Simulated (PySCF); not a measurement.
# Magnetisability: `CO[C@@]1(C)C[C@]1(F)C(=O)F`, C6H8F2O2

Cartesian coordinates in Å; atom numbers follow the order of the lines, from 1:
```xyz
18

C     2.2812    0.2635    0.3022
O     1.4115    0.0020   -0.7859
C     0.0631    0.1586   -0.5405
C    -0.4098    1.5386   -0.1477
C    -0.8102   -0.7375   -1.3503
C    -0.6267   -1.0779    0.1136
F     0.1976   -2.1265    0.3995
C    -1.7372   -0.9198    1.0512
O    -2.6688   -0.1880    0.9687
F    -1.6022   -1.7232    2.1350
H     2.0014   -0.3208    1.1828
H     3.2679   -0.0450   -0.0355
H     2.3002    1.3271    0.5563
H    -0.0706    2.2490   -0.8996
H    -0.0070    1.8326    0.8196
H    -1.4931    1.5668   -0.0941
H    -1.7876   -0.3889   -1.6449
H    -0.3184   -1.4043   -2.0421
```

Theory: PySCF, GIAO B3LYP/pcSseg-1 magnetisability, rotational g tensor and spin-rotation constants, non-relativistic, gas phase. Geometry: GFN2-xTB.

**Question.** How diamagnetic is it, and how anisotropic?

**Answer.** Isotropic -1387 × 10⁻³⁰ J/T², or -83.6 × 10⁻⁶ cm³/mol; principal values -1462, -1423, -1278 × 10⁻³⁰ J/T², anisotropy 168 × 10⁻³⁰ J/T² (root of half the summed squared differences of the principal values). The susceptibility is in cgs units.

**Question.** Split it along the inertial axes a, b, c into diamagnetic and paramagnetic parts about the centre of mass, with the quadrupole moment.

**Answer.** 
| axis | χ (10⁻⁶ cm³/mol) | diamagnetic (10⁻⁶ cm³/mol) | paramagnetic (10⁻⁶ cm³/mol) | summed x² of all electrons (Å²) | quadrupole Θ (D Å) |
| --- | --- | --- | --- | --- | --- |
| a | -79.5 | -700.4 | 620.9 | 218.8 | -6.13 |
| b | -84.6 | -1194.2 | 1109.6 | 102.5 | -1.88 |
| c | -86.6 | -1363.1 | 1276.5 | 62.6 | +8.01 |

Anisotropies 2χaa − χbb − χcc = +12.1 and 2χbb − χaa − χcc = -3.1 × 10⁻⁶ cm³/mol. Θ is traceless in Buckingham's convention.

**Question.** And the rotational g tensor?

**Answer.** 
```tsv
axis	rotational constant (GHz)	g	nuclear part	electronic part
a	2.0285	-0.0200	0.5717	-0.5917
b	1.0614	-0.0092	0.5441	-0.5533
c	0.9113	-0.0095	0.5370	-0.5465
```
Asymmetric top; isotopes 12C, 19F, 1H, 16O; no vibrational averaging.
